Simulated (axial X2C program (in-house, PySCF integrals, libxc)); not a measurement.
# Photoelectron levels of Sb₂ by EOM-IP-CCSD

Computed with an in-house all-electron X2C program for linear molecules (integrals from PySCF): two-component X2C with atomic mean-field Coulomb and Gaunt terms, Gaussian nuclei, basis Sb dyall-cv3z with contracted cores.

R = 2.278 Å (0.920 times 2.476 Å, the PBE0 minimum at charge 0 for the lowest determinant).

Vertical ionisation energies of Sb₂ to the states of Sb₂⁺:

| Ω of Sb₂⁺ | vertical IE (eV) | above lowest (cm⁻¹) | ionised spinor | one-hole weight |
| --- | --- | --- | --- | --- |
| 3/2 | 8.956 | 0 | 94% Sb pπ | 0.96 |
| 1/2 | 9.089 | 1071 | 82% Sb pσ, 16% Sb sσ | 0.94 |
| 1/2 | 9.349 | 3173 | 94% Sb pπ | 0.96 |

Task: Take the first Ω = 1/2 and Ω = 3/2 rows of π character: how far apart are they, and which lies lower?

Result: E(3/2) − E(1/2) = 0 − 3173 = -3173 cm⁻¹ at EOM-IP-CCSD: inverted, Ω = 3/2 lower. Splittings at this level can be off by ten to twenty per cent.

This point took 17 s on 1 thread of Arm Neoverse N1 (shared host).

Reference electrons by ω block (each with its −ω partner): 1/2: 32, 3/2: 15, 5/2: 4. 10 electrons of Sb₂ correlated (inner shells frozen), 94 natural virtual spinors (a truncated set); levels can be off by some tenths of an eV. Roots sought by Ω: (1/2: 4, 3/2: 3, 5/2: 1); the list ends where they run out and leaves out roots under 60 % one-particle weight. The solver can skip a root, and states that need a further excitation, which the method places far too high, are missing though they may lie low or lowest. T1 of the reference 0.016 (Lee–Taylor). Number of frozen shells: Sb 4 s, 3 p, 2 d. g and u states are not told apart.
